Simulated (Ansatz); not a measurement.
This geometry of BrH + ClH3Sn (7 atoms, charge 0, multiplicity 1) is a first-order saddle point.

These are results of RKS B3LYP/def2-SVP in Ansatz, not measurements.

```xyz
7
Properties=species:S:1:pos:R:3
Sn -0.203 0.000 -0.147
Cl 0.013 0.000 2.601
H 1.515 0.000 0.012
H -0.678 1.480 -0.863
H -0.678 -1.480 -0.863
Br -2.812 0.000 1.148
H -1.439 0.000 2.310
```

Problem. Which two structures does it join? (They come from a converged band through this point; their orientation in space is the band's.)

Solution. Bonds broken: Sn1–Cl2, Br6–H7. Bonds formed: Sn1–Br6, Cl2–H7. BrH + ClH3Sn becomes BrH3Sn + ClH.

First end point:

```xyz
7
Properties=species:S:1:pos:R:3
Sn 0.337 0.000 -0.172
Cl 0.154 0.000 2.221
H 2.023 0.000 -0.477
H -0.433 1.432 -0.701
H -0.433 -1.432 -0.701
Br -3.651 0.000 1.798
H -2.278 0.000 2.231
```

Last end point:

```xyz
7
Properties=species:S:1:pos:R:3
Sn -0.430 0.000 -0.612
Cl -0.047 0.000 3.705
H 0.854 0.000 0.515
H -0.504 1.425 -1.560
H -0.504 -1.425 -1.560
Br -2.561 0.000 0.782
H -1.087 0.000 2.927
```

Problem. How far does it lie above each of them?

Solution. 21.1 kcal/mol above the first and 22.3 kcal/mol above the second. This is the barrier of this one path; another mechanism may lie lower. The orbitals stay closed-shell, which can raise the energy where a bond breaks towards radicals; this wasn't checked here.

Time of the run: 100 s on 2 threads of Arm Neoverse V2 (shared host), peak memory 0.24 GiB.
